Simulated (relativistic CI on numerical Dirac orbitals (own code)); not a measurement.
How well does a small relativistic CI reproduce Br4+?

Calculated at this level of theory: Dirac-Coulomb-Breit CI, orbitals from a KLI potential per configuration, model QED, valence Slater integrals scaled by 0.85, configuration energies shifted to the measured levels that pair with them (semi-empirical) (own radial code, finite nucleus).

Configurations in the expansion (outside the closed core [Ar] 3d10): 4s²4p, 4s4p², 4s²4d, 4s²5s, 4p³, 4s4p4d, 4s²4f, 4s4p4f, 4s²5p, 4p4d², 4s²5d, 4s²6s, 4p²4d, 4s4p5s, 4s²6p, 4s²5f, 4s4d², 4s²5g, 4s²6d, 4s4p5p, 4p4f², 4s²6f, 4p²4f, 4s4p5d, 4s4p6s, 4s4d4f, 4s4p6p, 4p²5s, 4s4p5f, 4s4p5g. Levels of other configurations are missing.

```tsv
Configuration	Term (tabulated)	J	Measured (cm⁻¹)	Computed	Error	Purity (%)
4s²4p	2P°	1/2	0.0	0	0	97
4s²4p	2P°	3/2	6090.0	5902	-188	97
4s4p²	2D	3/2	122941.0	122772	-169	89
4s4p²	2D	5/2	123628.0	123484	-144	88
4s4p²	2P	1/2	158158.0	158301	143	86
4s4p²	2P	3/2	161011.0	161313	302	96
4s²4d	2D	3/2	187970.0	187992	22	87
4s²4d	2D	5/2	188592.0	188572	-20	88
4s²5s	2S	1/2	213510.0	213510	0	97
```

Measured levels from Moore, Atomic Energy Levels, vol. II, NSRDS-NBS 35 (1971 reprint of NBS Circular 467, 1952); pairs were made by configuration, J and term (by order where the table uses no LS term), so strongly mixed levels may be paired wrongly. The analysis dates from before 1960.

Mean error by configuration (cm⁻¹): 4s²4p -188; 4s4p² 33; 4s²4d 1; 4s²5s 0. Over the excited levels the mean absolute error is 124 cm⁻¹ (8 of the 8 excited levels that our extract of the source holds in range could be paired), and the median relative error of those above 1,000 cm⁻¹ is 0.1 %, both after the shifts were fitted to these levels, so that a configuration with one level shows no error.

Configurations whose levels could be paired with our table of measured levels were shifted onto them, all but the ground configuration, by the median error of their levels; single terms can still be off by 1,000 to 2,000 cm⁻¹ or more, and rates follow the energies as ν³ (E1, M1) or ν⁵ (E2). The others borrow a shift and can be off by several thousand cm⁻¹ or more. 8 of the 8 excited levels that our extract of the measured tables holds in this range could be paired (the sources list more); they are missed by 124 cm⁻¹ on average and 302 at most, after the shifts were fitted to these levels, and levels without a partner can miss by more.

Shifts applied (cm⁻¹): 4s²4p 0; 4s4p² 1253; 4s²4d -1794; 4s²5s -1677.
